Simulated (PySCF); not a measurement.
## GaCl: everyday levels beside a composite calculation

PySCF; the state is a singlet (closed shell). The composite is CCSD(T) extrapolated to the basis-set limit from two correlation-consistent sets, with core-valence (CV) and scalar-relativistic (SR) terms as its label shows; it has no spin–orbit coupling and nothing beyond (T). Here it is CCSD(T)/CBS(DT)+CV. It gives Re = 2.205 Å, ωe = 367 cm⁻¹ and De = 4.84 eV to Ga + Cl.

| level | basis | relativity | Re (Å) | ωe (cm⁻¹) | De (eV) |
| --- | --- | --- | --- | --- | --- |
| RHF | pcseg-1 | no relativity | 2.252 | 347 | 3.53 |
| RHF-MP2 | pcseg-1 | no relativity | 2.238 | 361 | 4.60 |
| PW91 | cc-pVDZ-PP/cc-pV(D+d)Z | scalar-relativistic core potentials | 2.264 | 347 | 4.90 |
| r²SCAN | def2-TZVPPD | no relativity | 2.209 | 369 | 4.94 |
| M06-L | def2-TZVPP | no relativity | 2.226 | 358 | 5.12 |
| TPSSh | cc-pVDZ-PP/cc-pV(D+d)Z | scalar-relativistic core potentials | 2.254 | 352 | 4.76 |
| r²SCANh | def2-TZVPPD | no relativity | 2.206 | 371 | 4.88 |
| B97-3 | def2-TZVPPD | no relativity | 2.239 | 353 | 4.88 |
| CAM-B3LYP | pcseg-1 | no relativity | 2.241 | 356 | 4.64 |
| ωB97M-V | def2-TZVPPD | no relativity | 2.218 | 364 | 4.92 |

Task: Give the difference of each row from the composite.

Result: 

```json
{"level": "RHF", "basis": "pcseg-1", "ΔRe (pm)": "+4.7", "Δωe (%)": "-5.4", "ΔDe (eV)": "-1.31"}
{"level": "RHF-MP2", "basis": "pcseg-1", "ΔRe (pm)": "+3.3", "Δωe (%)": "-1.6", "ΔDe (eV)": "-0.24"}
{"level": "PW91", "basis": "cc-pVDZ-PP/cc-pV(D+d)Z", "ΔRe (pm)": "+5.9", "Δωe (%)": "-5.4", "ΔDe (eV)": "+0.06"}
{"level": "r²SCAN", "basis": "def2-TZVPPD", "ΔRe (pm)": "+0.4", "Δωe (%)": "+0.5", "ΔDe (eV)": "+0.10"}
{"level": "M06-L", "basis": "def2-TZVPP", "ΔRe (pm)": "+2.1", "Δωe (%)": "-2.5", "ΔDe (eV)": "+0.28"}
{"level": "TPSSh", "basis": "cc-pVDZ-PP/cc-pV(D+d)Z", "ΔRe (pm)": "+4.9", "Δωe (%)": "-4.1", "ΔDe (eV)": "-0.08"}
{"level": "r²SCANh", "basis": "def2-TZVPPD", "ΔRe (pm)": "+0.1", "Δωe (%)": "+1.1", "ΔDe (eV)": "+0.04"}
{"level": "B97-3", "basis": "def2-TZVPPD", "ΔRe (pm)": "+3.4", "Δωe (%)": "-3.8", "ΔDe (eV)": "+0.04"}
{"level": "CAM-B3LYP", "basis": "pcseg-1", "ΔRe (pm)": "+3.6", "Δωe (%)": "-3.0", "ΔDe (eV)": "-0.20"}
{"level": "ωB97M-V", "basis": "def2-TZVPPD", "ΔRe (pm)": "+1.3", "Δωe (%)": "-0.8", "ΔDe (eV)": "+0.08"}
```

Task: Which rows come closest in De?

Result: r²SCANh in def2-TZVPPD (+0.04 eV); B97-3 in def2-TZVPPD (+0.04 eV), counted from the composite.

Correlated steps freeze the inner cores (9 to 14 orbitals); shallow outer-core shells are correlated. Correlated levels converge slowly with the basis: in double zeta they bind strong bonds too weakly, by up to about 1 eV, and carry superposition errors of some tenths. Where the molecule has an RHF reference, its open-shell atoms are computed with UHF.
